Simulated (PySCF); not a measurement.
Species: C₆H₇NO₂.
Structure used (GFN2-xTB), in Å, numbered top down from 1:
```
atom  x, y, z in Å
N1     1.9628    0.8208    2.0496
C2     1.5535    0.1485    1.2205
C3     1.0049   -0.6950    0.1842
C4    -0.4633   -1.0569    0.5014
C5    -1.4322   -0.0550   -0.1368
C6    -0.7177    1.2695   -0.3785
O7     0.3217    1.0820   -1.3301
C8     1.1616    0.0686   -1.1417
O9     1.9997   -0.2125   -1.9484
H10    1.6293   -1.5919    0.1198
H11   -0.5909   -1.0674    1.5862
H12   -0.6690   -2.0622    0.1329
H13   -2.2999    0.1044    0.5018
H14   -1.7807   -0.4277   -1.1026
H15   -1.3816    2.0121   -0.8244
H16   -0.3058    1.6717    0.5545
```

NICS = −σ at a ghost point: NICS(0) at the centroid of the ring atoms, NICS(1) 1 Å to either side along the normal of their mean plane, zz for the tensor component along that normal. Level: GIAO PBE0/pcSseg-1 (PySCF, non-relativistic, gas phase) on the GFN2-xTB geometry, one conformer.

Ring bond lengths (Å), with Mayer bond orders in brackets: C3–C4 1.545 (0.96), C4–C5 1.533 (1.02), C5–C6 1.524 (1.06), C6–O7 1.422 (0.84), O7–C8 1.330 (1.09), C8–C3 1.538 (0.92).

Problem. Give the NICS values of each ring in ppm.

Solution. 
```json
{"ring": "C3–C4–C5–C6–O7–C8", "type": "6-membered ring with O; formal bonds all single", "NICS(0)": "-2.9", "NICS(1), two faces": "-2.2 / -3.0", "NICS(1)zz, two faces": "-0.5 / -1.8", "rms pucker (Å)": "0.28", "centre to ring atoms, mean (Å)": "1.43"}
```

Problem. What do they say, and how far can they be read as aromaticity?

Solution. 
- C3–C4–C5–C6–O7–C8: mean NICS(1)zz -1.1 ppm, near zero. C3, C4, C5, C6 have four or more neighbours; no verdict on aromaticity is drawn. A hydrogen on C6, outside the ring, lies only 1.19 Å from a NICS(1) probe, which then mostly feels that atom.

Problem. What is the mean of the two in-plane components of NICS at the second NICS(1) probe listed for ring C3–C4–C5–C6–O7–C8, 1 Å off the ring?

Solution. The isotropic value is a third of the trace: (3 × -3.0 − (-1.8))/2 = -3.6 ppm.

Problem. Give the inner angles of the rings and the Hirshfeld charges of the ring atoms.

Solution. 
- C3–C4–C5–C6–O7–C8: C3 113.0° (-0.010 e), C4 111.2° (-0.056 e), C5 109.7° (-0.070 e), C6 109.5° (+0.013 e), O7 117.9° (-0.094 e), C8 115.9° (+0.212 e); sum 677.2° against 720° for a flat convex ring.

Problem. What are the shieldings of the ring atoms and their hydrogens in the same run (means over atoms taken as equivalent)?

Solution. 
| atoms | environment | σ isotropic (ppm) |
| --- | --- | --- |
| C3 | sp3 carbon next to a carbonyl | 155.2 |
| C4 | ring CH2 carbon | 159.8 |
| C5 | ring CH2 carbon | 160.7 |
| C6 | sp3 carbon bound to oxygen | 119.5 |
| O7 | ester single-bonded oxygen | 113.4 |
| C8 | ester carbonyl carbon | 19.0 |
| H10 | methine hydrogen | 28.30 |
| H11 | methylene hydrogen | 29.39 |
| H12 | methylene hydrogen | 29.44 |
| H13 | methylene hydrogen | 29.84 |
| H14 | methylene hydrogen | 29.88 |
| H15 | methylene hydrogen | 27.23 |
| H16 | methylene hydrogen | 26.69 |

The run took 30 s on one thread of an Arm Neoverse V2, shared host with 96 logical CPUs at a one-minute load of 40, and the process peaked at 0.84 GiB of memory. This is the whole shielding run at PBE0/pcSseg-1, SCF included.
